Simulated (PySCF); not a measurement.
Compound: C2H5F3SSi.
Bonds: C1–C2, C2–S3, S3–Si4, Si4–F5, Si4–F6, Si4–F7. Hydrogens: H8, H9, H10 on C1; H11, H12 on C2.

Computed by this run: PBE0-D3(BJ)/def2-SVP geometry optimisation, gas phase (PySCF); density fitting, grid level 1; the optimiser is geomeTRIC in internal coordinates, started from a GFN2-xTB structure with every atom displaced at random (about 0.01 Å).

Step 0: E = -28993.9803 eV
```
atom  x, y, z in Å  |  force x, y, z in eV/Å
C1     -1.5589    0.0774   -0.0903   -1.095   0.596   0.425
C2     -0.7350   -0.9234    0.6313    0.582   0.453   0.136
S3      0.5924   -0.1407    1.6209    0.796   0.261  -0.005
Si4     1.9043    0.5960    0.1164   -2.483  -0.407  -0.329
F5      3.3169    0.8996    0.6541    2.184   0.463   1.193
F6      1.4087    1.9257   -0.6175   -0.306   0.374   0.044
F7      2.0662   -0.4255   -1.0844   -0.021  -0.784  -0.517
H8     -1.9686    0.8360    0.6022    0.034  -0.173  -0.019
H9     -1.0045    0.6350   -0.8282    0.449   0.237  -0.637
H10    -2.4131   -0.4050   -0.5741   -0.167  -0.120  -0.237
H11    -0.2750   -1.6284   -0.0440    0.250  -0.591  -0.375
H12    -1.3107   -1.4658    1.3744   -0.223  -0.310   0.322
```

Step 1: E = -28994.1232 eV
```
atom  x, y, z in Å  |  force x, y, z in eV/Å
C1     -1.5062    0.1091   -0.1115    0.172   0.013  -0.038
C2     -0.6864   -0.9112    0.6516   -0.093  -0.131   0.043
S3      0.6947   -0.2067    1.6475   -0.173   0.075  -0.083
Si4     1.8140    0.5993    0.0803    0.328  -0.138   0.545
F5      3.2700    0.8855    0.7097   -0.336   0.052  -0.468
F6      1.2544    1.9646   -0.5576    0.163  -0.188   0.001
F7      1.9096   -0.4645   -1.1194    0.098   0.246  -0.050
H8     -1.9059    0.8758    0.5624   -0.049   0.088   0.072
H9     -0.9046    0.6221   -0.8804   -0.089  -0.039   0.029
H10    -2.3496   -0.3820   -0.6174   -0.034  -0.046  -0.028
H11    -0.2655   -1.6840   -0.0102   -0.024   0.053   0.019
H12    -1.3017   -1.4271    1.4060    0.037   0.014  -0.042
```

Problem. Estimate the geometry and energy of step 2. (The exact step hangs on the optimiser's Hessian estimate; all steps are aligned on step 1, rigid shifts and turns removed.)

Solution. E = -28994.1521 eV, largest force 0.259 eV/Å
```
atom  x, y, z in Å  |  force x, y, z in eV/Å
C1     -1.5460    0.1051   -0.1030    0.038   0.041   0.029
C2     -0.7040   -0.9086    0.6443   -0.009   0.005  -0.032
S3      0.6785   -0.1954    1.6365   -0.052   0.070  -0.076
Si4     1.8596    0.5886    0.0982    0.178  -0.063   0.178
F5      3.3103    0.9101    0.7029   -0.177  -0.052  -0.122
F6      1.3252    1.9419   -0.5750   -0.052   0.026   0.013
F7      1.9986   -0.4472   -1.1185    0.033  -0.013  -0.002
H8     -1.9518    0.8658    0.5802   -0.002  -0.011  -0.003
H9     -0.9707    0.6291   -0.8811    0.009  -0.005   0.002
H10    -2.3883   -0.4020   -0.5989   -0.010  -0.007   0.010
H11    -0.2824   -1.6722   -0.0249    0.006   0.016  -0.015
H12    -1.3062   -1.4343    1.4002    0.039  -0.007   0.018
```

The energy changes by -0.0289 eV. The first-order estimate −F·Δx gives -0.0548 eV and the mean of the old and new forces, exact on a quadratic surface, -0.0296 eV. The step makes an angle of 72° with the force vector and moves no atom by more than 0.091 Å.

What follows is the cost of the whole optimisation. The run took 68 s on one thread of an Arm Neoverse V1, shared host with 32 logical CPUs at a one-minute load of 28, and the process peaked at 0.52 GiB of memory.
